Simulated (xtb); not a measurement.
CH₃S (SMILES [CH2-]S), charge -1, singlet, at a GFN2-xTB geometry, atoms displaced at random by about 0.06 Å a coordinate; GFN2-xTB (xtb).

Input for xtb:
```
$ xtb mol.xyz --gfn 2 --chrg -1 --uhf 0 --opt --json

# file mol.xyz
5

C     -0.12104359     1.11674625     0.01551224
S     -0.05823596    -0.45029193     0.02263675
H      1.22383260    -1.11046128    -0.00311042
H      0.28348528     1.44494417     1.01485759
H      0.36706657     1.61774629    -0.83495657
```

Task: Write the output that xtb gives for this input, abridged.

Result: 
```
   ID    Z sym.   atoms
    1    6 C      1
    2   16 S      2
    3    1 H      3-5

           -------------------------------------------------
          |                Calculation Setup                |
           -------------------------------------------------

           -------------------------------------------------
          |                 G F N 2 - x T B                 |
           -------------------------------------------------

          ...................................................
          :                      SETUP                      :
          :.................................................:
          :  # basis functions                  17          :
          :  # atomic orbitals                  16          :
          :  # shells                            8          :
          :  # electrons                        14          :
          :  max. iterations                   250          :
          :  Hamiltonian                  GFN2-xTB          :
          :  restarted?                      false          :
          :  GBSA solvation                  false          :
          :  PC potential                    false          :
          :  electronic temp.          300.0000000     K    :
          :  accuracy                    1.0000000          :
          :  -> integral cutoff          0.2500000E+02      :
          :  -> integral neglect         0.1000000E-07      :
          :  -> SCF convergence          0.1000000E-05 Eh   :
          :  -> wf. convergence          0.1000000E-03 e    :
          :  Broyden damping             0.4000000          :
          :  net charge                         -1          :
          :  unpaired electrons                  0          :
          ...................................................

 iter      E             dE          RMSdq      gap      omega  full diag
   1     -7.0268436 -0.702684E+01  0.584E+00    3.95       0.0  T
   2     -7.0720616 -0.452180E-01  0.369E+00    5.09       1.0  T
   3     -7.0798575 -0.779592E-02  0.192E+00    4.60       1.0  T
   4     -7.0800754 -0.217900E-03  0.479E-01    4.56       1.0  T
   5     -7.0801255 -0.501073E-04  0.156E-01    4.60       1.0  T
   6     -7.0801426 -0.171038E-04  0.558E-02    4.58       1.0  T
   7     -7.0801429 -0.291050E-06  0.130E-02    4.59       3.4  T
   8     -7.0801432 -0.289287E-06  0.426E-03    4.58      10.5  T
   9     -7.0801432 -0.172340E-08  0.176E-03    4.58      25.3  T
  10     -7.0801432 -0.521448E-08  0.364E-04    4.58     122.9  T
  11     -7.0801432 -0.418026E-09  0.354E-05    4.58    1264.1  T

   *** convergence criteria satisfied after 11 iterations ***

         :::::::::::::::::::::::::::::::::::::::::::::::::::::
         ::                     SUMMARY                     ::
         :::::::::::::::::::::::::::::::::::::::::::::::::::::
         :: total energy              -7.008245584107 Eh    ::
         :: gradient norm              0.156067907432 Eh/a0 ::
         :: HOMO-LUMO gap              4.584172904093 eV    ::
         ::.................................................::
         :: SCC energy                -7.080143192199 Eh    ::
         :: -> isotropic ES            0.127136382962 Eh    ::
         :: -> anisotropic ES         -0.005610161429 Eh    ::
         :: -> anisotropic XC          0.002410619355 Eh    ::
         :: -> dispersion             -0.002410128315 Eh    ::
         :: repulsion energy           0.071897608092 Eh    ::
         :: add. restraining           0.000000000000 Eh    ::
         :: total charge              -1.000000000000 e     ::
         :::::::::::::::::::::::::::::::::::::::::::::::::::::

      -----------------------------------------------------------
     |                   =====================                   |
     |                        A N C O P T                        |
     |                   =====================                   |
[...]
 * total energy  :    -7.0082456 Eh     change       -0.2641443E-11 Eh
 * total energy  :    -7.0225452 Eh     change       -0.1429962E-01 Eh
 * total energy  :    -7.0252429 Eh     change       -0.2697667E-02 Eh
 * total energy  :    -7.0257746 Eh     change       -0.5317262E-03 Eh
 * total energy  :    -7.0258850 Eh     change       -0.1104487E-03 Eh
 * total energy  :    -7.0259242 Eh     change       -0.3914146E-04 Eh
 * total energy  :    -7.0259459 Eh     change       -0.2167144E-04 Eh
 * total energy  :    -7.0259632 Eh     change       -0.1730921E-04 Eh
 * total energy  :    -7.0260048 Eh     change       -0.4161803E-04 Eh
 * total energy  :    -7.0260312 Eh     change       -0.2636656E-04 Eh
 * total energy  :    -7.0260448 Eh     change       -0.1366140E-04 Eh
 * total energy  :    -7.0260469 Eh     change       -0.2076773E-05 Eh
   *** GEOMETRY OPTIMIZATION CONVERGED AFTER 12 ITERATIONS ***
         :: total energy              -7.026046888717 Eh    ::
[...]
         :: total charge              -1.000000000000 e     ::
         :::::::::::::::::::::::::::::::::::::::::::::::::::::

           -------------------------------------------------
          |                Property Printout                |
           -------------------------------------------------

    * Orbital Energies and Occupations

         #    Occupation            Energy/Eh            Energy/eV
      -------------------------------------------------------------
         1        2.0000           -0.4666388             -12.6979
         2        2.0000           -0.3203613              -8.7175
         3        2.0000           -0.2625722              -7.1450
         4        2.0000           -0.2341223              -6.3708
         5        2.0000           -0.1977359              -5.3807
         6        2.0000           -0.1379182              -3.7529
         7        2.0000           -0.0923630              -2.5133 (HOMO)
         8                          0.0486338               1.3234 (LUMO)
         9                          0.0912387               2.4827
        10                          0.2064909               5.6189
        11                          0.2233619               6.0780
        12                          0.2344502               6.3797
        13                          0.4147022              11.2846
        14                          0.4605068              12.5310
        15                          0.4685618              12.7502
        16                          0.6918550              18.8263
      -------------------------------------------------------------
                  HL-Gap            0.1409967 Eh            3.8367 eV
             Fermi-level           -0.0218646 Eh           -0.5950 eV

     #   Z          covCN         q      C6AA      α(0)
     1   6 C        2.819    -0.141    31.617     9.213
     2  16 S        1.875    -0.588   168.004    21.816
     3   1 H        0.900    -0.026     3.562     2.953
     4   1 H        0.923    -0.122     6.397     3.955
     5   1 H        0.923    -0.122     6.403     3.957

 Mol. C6AA /au·bohr⁶  :        651.139088
 Mol. C8AA /au·bohr⁸  :      21037.422573
 Mol. α(0) /au        :         41.894712

Wiberg/Mayer (AO) data.
largest (>0.10) Wiberg bond orders for each atom

 ---------------------------------------------------------------------------
     #   Z sym  total        # sym  WBO       # sym  WBO       # sym  WBO
 ---------------------------------------------------------------------------
     1   6 C    3.346 --     2 S    1.289     4 H    0.970     5 H    0.970
                             3 H    0.117
     2  16 S    2.192 --     1 C    1.289     3 H    0.877
     3   1 H    0.999 --     2 S    0.877     1 C    0.117
     4   1 H    0.985 --     1 C    0.970
     5   1 H    0.985 --     1 C    0.970
 ---------------------------------------------------------------------------

Topologies differ in total number of bonds
Writing topology from bond orders to xtbtopo.mol

molecular dipole:
                 x           y           z       tot (Debye)
 q only:       -0.097      -0.370      -0.026
   full:        0.538      -0.119       0.014       1.401
molecular quadrupole (traceless):
                xx          xy          yy          xz          yz          zz
 q only:        1.932      -0.469      -3.191       0.004      -0.245       1.260
  q+dip:        2.087       0.800      -4.280       0.039      -0.290       2.193
   full:        2.145       0.704      -3.853       0.059      -0.249       1.708

optimized geometry written to: xtbopt.xyz

           -------------------------------------------------
          | TOTAL ENERGY               -7.026046888717 Eh   |
          | GRADIENT NORM               0.000583790279 Eh/α |
          | HOMO-LUMO GAP               3.836716093633 eV   |
           -------------------------------------------------

normal termination of xtb
```
